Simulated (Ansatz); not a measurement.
ZnH₂. The state is a singlet with charge 0. Geometry relaxed at r2SCAN-D4/def2-TZVP.

```csv
atom,x (Å),y (Å),z (Å)
Zn1,0.000,0.000,0.000
H2,-0.798,-0.677,1.118
H3,0.798,0.677,-1.118
```

(1) Estimate the harmonic wavenumbers at RKS r2SCAN-D4/def2-TZVP (Ansatz, unscaled). Is this a minimum?

Answers

(1) 673, 673, 1921, 1932 cm⁻¹. Yes, no mode is imaginary beyond noise. Zero-point energy 31.1 kJ/mol. Run time 4.5 s (4 threads of Arm Neoverse V1 on a shared host).
